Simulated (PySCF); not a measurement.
**W(54+) (tungsten, charge +54) across methods**

[Ar] 3d2, high-spin 3F determinant. All numbers are calculated (PySCF 2.14, the non-relativistic Hamiltonian (point nucleus), in an uncontracted even-tempered set (16 s from 14 bohr⁻², ratio 2.5; 10 p from 18 bohr⁻², ratio 2.5; 7 d from 18 bohr⁻², ratio 2.5; 4 f from 62 bohr⁻², ratio 2.7; 3 g from 93 bohr⁻², ratio 2.7)).

```csv
method,E (hartree),mean ε 3p α (eV),mean ε 3p β (eV),mean ε 3d α (eV),Σ⟨r²⟩ (bohr²),⟨S²⟩
LDA,-12485.51,-5335.2,-5323.5,-5075.3,0.4834,2.000
B3LYP,-12494.32,-5351.3,-5337.1,-5092.9,0.4831,2.000
PBE0,-12494.03,-5354.9,-5340.0,-5095.9,0.4831,2.000
r2SCAN,-12494.52,-5344.0,-5330.5,-5085.3,0.4832,2.000
MN15,-12497.52,-5340.7,-5336.6,-5066.6,0.4826,2.000
UHF,-12493.47230,-5406.8,-5381.7,-5148.1,0.4833,2.000
```

(1) Estimate the same row for PBE.

A non-relativistic calculation at this Z misses sizeable relativistic shifts. Spin-orbit coupling is strong in this species (close to jj coupling), so the high-spin LS determinant is a model state, not a physical level.

Results:

(1) E (hartree) = -12493.88; mean ε 3p α (eV) = -5336.9; mean ε 3p β (eV) = -5325.4; mean ε 3d α (eV) = -5078.0; Σ⟨r²⟩ (bohr²) = 0.4831; ⟨S²⟩ = 2.000.
